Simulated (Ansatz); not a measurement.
H₇NO₂Si₂, SMILES `O[SiH2]N[SiH2]O`, relaxed with RKS PBE0-D4/def2-TZVP in the Gaussian-basis code of Ansatz from a PBE-D4/def2-SVP geometry. The force threshold is 0.005 eV/Å; the program also tests the step.

The species carries charge 0 and has multiplicity 1.

Start:

```xyz
12

O     1.046   -2.261   -0.978
Si    1.317   -0.970    0.068
N     0.451    0.492   -0.354
Si   -0.853    1.314    0.478
O    -2.319    1.295   -0.349
H     0.129   -2.586   -1.000
H     2.795   -0.760   -0.047
H     0.891   -1.285    1.476
H     0.756    0.939   -1.227
H    -0.949    0.634    1.817
H    -0.564    2.778    0.599
H    -2.701    0.410   -0.482
```

| step | energy (eV) | largest force (eV/Å) | largest move (Å) |
| --- | --- | --- | --- |
| 1 | -21447.7720 | 0.872 | 0.000 |
| 2 | -21447.8460 | 0.573 | 0.033 |
| 3 | -21447.8663 | 0.096 | 0.023 |
| 4 | -21447.8680 | 0.047 | 0.088 |
| 5 | -21447.8694 | 0.024 | 0.047 |
| 6 | -21447.8695 | 0.029 | 0.009 |
| 7 | -21447.8695 | 0.007 | 0.006 |
| 8 | -21447.8696 | 0.003 | 0.002 |

End:

```xyz
12

O     1.070   -2.226   -0.945
Si    1.297   -0.951    0.071
N     0.411    0.457   -0.372
Si   -0.834    1.293    0.473
O    -2.278    1.309   -0.317
H     0.187   -2.591   -1.013
H     2.755   -0.712   -0.019
H     0.865   -1.275    1.454
H     0.690    0.879   -1.249
H    -0.943    0.618    1.791
H    -0.514    2.732    0.607
H    -2.707    0.468   -0.480
```

Hardware: 4 threads of a server CPU on a shared host. Wall time 29 s, peak host memory 0.56 GiB.
